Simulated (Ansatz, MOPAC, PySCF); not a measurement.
Spectroscopic constants of SiS, closed-shell singlet (the spin of the measured ground state).

Constants: fifth-degree fit in 1/R to seven points, most abundant isotopes. Runs in def2 and cc sets follow the lowest solution found near the PBE0 minimum. The singlet is held restricted. HF and MP2 rows in def2 and cc sets belong to the determinant that coupled cluster picked by its CCSD energy.

Codes used: Ansatz (an electronic-structure program); MOPAC for PM6, PM7 (differences of heats of formation); PySCF for 3-21G rows, 6-31G* rows, STO-3G rows. Values without a source in brackets are computed.

```tsv
level	r_e (Å)	ω_e (cm⁻¹)	B_e (cm⁻¹)	ω_e x_e (cm⁻¹)	D_e (eV)	dipole (D)
PM6	2.005	658	0.281	1.6	-	-
PM7	1.891	650	0.316	1.5	-	-
HF/STO-3G	1.862	978	0.326	2.0	-	1.76
HF/3-21G	1.995	721	0.284	2.3	-	3.26
HF/def2-TZVPP	1.910	819	0.310	2.1	-	-
HF/aug-cc-pV(Q+d)Z	1.909	817	0.310	2.2	-	-
HF/def2-QZVPP	1.909	817	0.310	2.2	-	-
PBE/def2-TZVPP	1.951	726	0.297	2.4	6.48	1.58
r2SCAN/def2-TZVPP	1.937	753	0.301	2.4	6.31	1.59
B97M-V/def2-TZVPP	1.929	765	0.303	2.4	6.57	1.67
B3LYP/6-31G*	1.952	736	0.297	2.3	-	1.84
PBE0/def2-TZVPP	1.930	767	0.303	2.3	6.20	1.73
BHLYP/def2-TZVPP	1.918	789	0.307	2.3	5.81	1.96
wB97X-V/def2-TZVPP	1.917	798	0.307	2.1	6.32	1.86
wB97M-V/def2-TZVPP	1.922	785	0.306	2.2	6.47	1.94
B2PLYP/def2-TZVPP	1.940	742	0.300	2.6	6.22	-
MP2/6-31G*	1.945	755	0.299	2.4	-	2.60
MP2/def2-TZVPP	1.940	755	0.300	2.3	-	-
MP2/aug-cc-pV(Q+d)Z	1.937	754	0.301	2.3	-	-
MP2/def2-QZVPP	1.937	755	0.301	2.3	-	-
SCS-MP2/def2-TZVPP	1.939	759	0.301	2.3	-	-
SCS-MP2/aug-cc-pV(Q+d)Z	1.936	758	0.301	2.3	-	-
SCS-MP2/def2-QZVPP	1.935	759	0.302	2.3	-	-
CCSD/aug-cc-pV(Q+d)Z	1.927	776	0.304	2.3	5.95	-
CCSD/def2-QZVPP	1.927	777	0.304	2.3	5.92	-
CCSD(T)/def2-TZVPP	1.944	745	0.299	2.5	6.03	-
CCSD(T)/aug-cc-pV(Q+d)Z	1.939	748	0.300	2.5	6.25	-
CCSD(T)/def2-QZVPP	1.939	749	0.301	2.5	6.23	-
CCSD(T)/CBS(aug-cc-pV(T+d)Z, aug-cc-pV(Q+d)Z)	1.935	754	0.302	2.5	6.38	-
CCSD(T)/CBS(def2-TZVPP, def2-QZVPP)	1.935	754	0.302	2.5	6.36	-
```

D_e counts from each atom's lowest state at the same level, without counterpoise or zero-point energy.

Cores are frozen in the correlated methods. CBS(a, b) extrapolates the correlation energy as X⁻³ and adds the Hartree–Fock energy of set b. Rows in 3-21G, 6-31G*, STO-3G carry no dispersion term and start afresh at each structure (6-31G* with six Cartesian d functions). MP2/6-31G* freezes PySCF's default core. The state that PM6, PM7 reach isn't checked; PM7 holds dispersion and hydrogen-bond terms.

Measured for the ground state: r_e 1.9293 Å [microwave values compiled in ACS Omega 2, 8373 (2017)]. ω_e 749.65 cm-1, ω_e x_e 2.5862 cm-1, B_e 0.30353 cm-1, α_e 0.0014731 cm-1 [Irikura, J. Phys. Chem. Ref. Data 36, 389 (2007)]. D_0 6.356 ± 0.052 eV (a handbook's tabulated 298 K bond energy less 3RT/2; such tables hold older values) [Luo, bond dissociation energies, CRC Handbook]. dipole 1.73 D [compilation of Liu, Meijer and Pérez-Ríos].
